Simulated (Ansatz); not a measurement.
Reaction (cleavage of the B–B bond): `BBC` + `C[SiH2]N` → `CBN[SiH2]C` + BH₃

Program: Ansatz. Geometries: PBE0-D4/def2-TZVP. ΔE: electronic, gas phase. CCSD(T)/CBS is the MP2 limit (def2-TZVPP, def2-QZVPP) plus CCSD(T) − MP2 in def2-TZVPP, frozen cores. This one scheme is used for every species. DFT in def2-TZVPP. B3LYP here is the variant with VWN-RPA as its local correlation; programs differ in this. Each species was taken in one conformer, which may not be the lowest.

```
             level  ΔE (kcal/mol)
       LDA (SPW92)          -30.9
           BLYP-D4          -32.8
           PBE0-D4          -31.8
          B3LYP-D4          -33.5
           ωB97M-V          -33.9
           LC-ωPBE          -31.2
SCS-MP2/def2-QZVPP          -35.7
    CCSD/CBS(def2)          -33.7
```

Problem. What does CCSD(T)/CBS give? (Estimate.)

Solution. Computed: -34.2 kcal/mol. The listed levels differ from it by 3.3, 1.4, 2.4, 0.7, 0.3, 3.0, -1.5, 0.5 kcal/mol.

Problem. What do rigid-rotor, harmonic-oscillator terms from PBE0-D4/def2-TZVP frequencies (298.15 K, 1 bar) make of the CCSD(T)/CBS value? (An estimate is asked.)

Solution. The calculation gave: ΔZPE = +0.3 kcal/mol, ΔH = -34.0 kcal/mol, ΔS = -43 J/(mol·K), ΔG = -30.9 kcal/mol.

Largest T1 diagnostic among the species: 0.011.

From PBE to PBE0 (25 % exact exchange), in def2-TZVPP and without D4, ΔE moves by −1.4 kcal/mol. At CCSD(T), def2-SVP lies −4.9 kcal/mol from the extrapolated value and def2-TZVPP −0.9 kcal/mol.
